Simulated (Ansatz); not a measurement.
`[GaH2][CH2][GeH3]` + `C=CC` → `C=[CH][GaH2]` + `C[CH2][GeH3]` at 298.15 K and 1 bar (formal exchange of groups at a Ga–C bond).

Program: Ansatz. Geometries: PBE0-D4/def2-TZVP. ΔE: electronic, gas phase. CCSD(T)/CBS is the MP2 limit (def2-TZVPP, def2-QZVPP) plus CCSD(T) − MP2 in def2-TZVPP, frozen cores. For Ga, Ge outer-core shells are correlated without core-valence functions, which leaves a few kJ/mol of doubt a bond. Scalar relativity is left out up to krypton.

```csv
species,CCSD(T)/CBS energy (Eh),H − E (kJ/mol),S (J/(mol·K))
`[GaH2][CH2][GeH3]`,-4042.29238,185.0,352.5
`C=CC`,-117.74610,222.5,264.5
`C=[CH][GaH2]`,-2003.00582,159.8,297.4
`C[CH2][GeH3]`,-2157.02491,249.2,311.4
```

H − E and S are ideal-gas, rigid-rotor, harmonic terms from PBE0-D4/def2-TZVP. 1 Eh = 2625.50 kJ/mol, R = 8.31446 J/(mol·K).

Task: By hand: ΔE, ΔH, ΔS and ΔG.

Result: ΔE = (-2003.00582) + (-2157.02491) − (-4042.29238) − (-117.74610) = 0.00775 Eh = 20.3 kJ/mol. Δ(H − E) = 159.8 + 249.2 − 185.0 − 222.5 = 1.5, so ΔH = 21.8 kJ/mol. ΔS = 297.4 + 311.4 − 352.5 − 264.5 = -8.2 J/(mol·K). ΔG = 21.8 − 298.15 × (-8.2)/1000 = 24.2 kJ/mol.

Task: By hand: the equilibrium constant, and the temperature at which ΔG would vanish if ΔH and ΔS stayed fixed.

Result: log₁₀ K = −ΔG/(RT ln 10) = -4.2. ΔH and −TΔS have one sign here, so there is no such temperature.

The number of gas molecules stays the same, so ΔS is small and ΔH decides. A doubt of 5 kJ/mol in ΔE shifts log₁₀ K by 0.9 here. These are equilibria of isolated gas molecules and say nothing of rates. Largest T1 diagnostic: 0.013 (customary marks: 0.02 for closed shells, 0.045 for open ones).
